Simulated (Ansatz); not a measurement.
`C[SiH](O)Br` → CH₃OH + `[SiH]Br`  (silylene formation by 1,1-elimination)

Gas-phase electronic energies from Ansatz, PBE0-D4/def2-TZVP geometries. CCSD(T)/CBS is the MP2 limit (def2-TZVPP, def2-QZVPP) plus CCSD(T) − MP2 in def2-TZVPP, frozen cores. This one scheme is used for every species. Functionals use def2-TZVPP. HSE06 is defined as in plane-wave codes. For Br outer-core shells are correlated without core-valence functions, which leaves a few kJ/mol of doubt a bond. Scalar relativity is left out up to krypton. One conformer a species, not always the lowest.

```csv
level,ΔE (kJ/mol)
HSE06-D4,400.6
HF/def2-QZVPP,386.2
```

Problem. What does CCSD(T)/CBS give? (Estimate.)

Solution. The calculation gave: +403.5 kJ/mol. The listed levels differ from it by -2.9, -17.3 kJ/mol.

Largest T1 diagnostic among the species: 0.011.

At CCSD(T), def2-SVP lies −45.7 kJ/mol from the extrapolated value and def2-TZVPP −9.0 kJ/mol. From BLYP to BHLYP (50 % exact exchange), in def2-TZVPP and without D4, ΔE moves by +44.3 kJ/mol. The D4 term adds +15.2 kJ/mol with B3LYP and +8.2 kJ/mol with PBE0; it sums over pairs of atoms, weighted by their polarisabilities, and B3LYP, whose exchange is more repulsive, gets the larger term.

B3LYP here is the variant with VWN-RPA as its local correlation; programs differ in this.
